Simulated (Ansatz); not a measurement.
# doublet Al: levels of theory in one basis

A single Al atom.

Basis set: STO-3G (spherical functions). Left uncorrelated: 5 orbitals. Correlation on ROHF uses semicanonical orbitals with singles. Charge 0, multiplicity 2.

Computed with Ansatz (development build ahead of 0.2.0); each method stands on the lowest determinant of its kind that the runs found.

| method | E − E(ROHF) (eV) | <S²> of the determinant |
| --- | --- | --- |
| ROHF | 0.00 | 0.75 |
| ROHF-CCSD | -0.70 | – |
| ROHF-CCSD(T) | -0.70 | – |
| full CI (lowest root of this spin) | -0.70 | – |

(1) What does ROHF-MP2 give on the same scale?

(2) Is a single determinant a sound starting point here?

Answers

(1) -0.39 eV.

(2) By this sign, yes. Unrestricted orbitals gain 0.00 eV and <S²> is 0.75 against 0.75 for a pure state.
